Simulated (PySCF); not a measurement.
Compound: C8H11AsO.
SMILES: `c1ccc([C@H]2[AsH]CCC2)o1`

Computed with TDDFT CAM-B3LYP/def2-SVPD, vertical, gas phase, core orbitals frozen in the response in PySCF. One conformer (not necessarily the lowest) at the PBE0-D3(BJ)/def2-SVP geometry, without solvent, vibrations or thermal averaging. Relativistic effects, spin–orbit coupling among them, are left out although an element past zinc is present.

Each state is given a Gaussian of 0.5 eV full width at half maximum, with ε(max) = 2.175×10⁸ f / Δν̃ (Δν̃ the width in cm⁻¹). The width is an assumption, not a result. The curve ends short of the highest state used, and states not computed would add to its high-energy end.

```
λ (nm)  ε (L mol⁻¹ cm⁻¹)
 190.9              5182
 192.6              4905
 194.4              4894
 196.1              5144
 197.8              5623
 199.5              6313
 201.3              7266
 203.0              8383
 204.7              9726
 206.4             11294
 208.2             13155
 209.9             15002
 211.6             16779
 213.3             18296
 215.1             19404
 216.8             19821
 218.5             19548
 220.2             18599
 222.0             16965
 223.7             14995
 225.4             12801
 227.1             10565
 228.9              8321
 230.6              6429
 232.3              4821
 234.0              3512
 235.8              2436
 237.5              1679
 239.2              1128
 240.9               740
 242.7               461
 244.4               289
 246.1               177
 247.8               107
 249.6                61
 251.3                35
```

(1) Locate the maxima and give the states behind the curve.

(2) On this curve, what absorbance would a 10⁻³ mol/L sample give at 222 nm over a 1 cm path?

(3) Coming from long wavelengths, where does ε first pass 100 L mol⁻¹ cm⁻¹?

Results:

(1) 217 nm (5.71 eV), ε about 20000, made up of S1 (91%) (ε in L mol⁻¹ cm⁻¹; maxima over ε = 5, shares over 10%). At its high-energy end, 6.49 eV, the curve is still rising (ε about 5100, from S5, S6, S7 and S8). The states used: S1 5.68 eV (f 0.336); S2 5.92 eV (f 0.028); S3 6.05 eV (f 0.045); S4 6.14 eV (f 0.034); S5 6.40 eV (f 0.026); S6 6.57 eV (f 0.019); S7 6.79 eV (f 0.072); S8 6.83 eV (f 0.042); S9 7.04 eV (f 0.016); S10 7.09 eV (f 0.030).

(2) 222 nm is 5.585 eV, where ε is about 17000 L mol⁻¹ cm⁻¹, so A = ε c l ≈ 17 (Beer–Lambert, with the gas-phase spectrum and the assumed width).

(3) At about 248 nm (5.00 eV), 0.68 eV below S1.

The vertical ionisation energy (ΔSCF) is 8.00 eV, 0.91 eV above S10.
